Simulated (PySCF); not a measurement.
Relaxation of singlet VNF₂

All numbers come from PBE0/[V def2-SVP, N def2-SVP, F def2-SVP], no relativity, density fitting, PySCF. A (50,194) grid was used.

A start displaced from a saddle point along its imaginary mode, of Cs symmetry, held to at least that symmetry:

```xyz
4
charge 0 multiplicity 1, angstrom
V    -0.0162   -0.0280   -0.2296
N    -0.7653   -1.3256    0.2500
F     1.7112   -0.2864    0.2157
F    -1.1037    1.3387    0.2157
```

(1) What does it relax to?

(2) How much energy is released, and in how many steps?

## Answers

(1) It ends at Cs with V–F 1.741 Å (×2), V–N 1.500 Å; F–V–F 127.3°, F–V–N 110.1° (×2) (after a last refinement on a finer grid). The frequency run here used a shortcut that can spoil soft modes, so no verdict on minimum or saddle point is given. Other isomers or separated fragments may lie lower.

(2) 31.9 kJ/mol in 4 steps.

The relaxation took of the order of 13 core-seconds on a shared host.
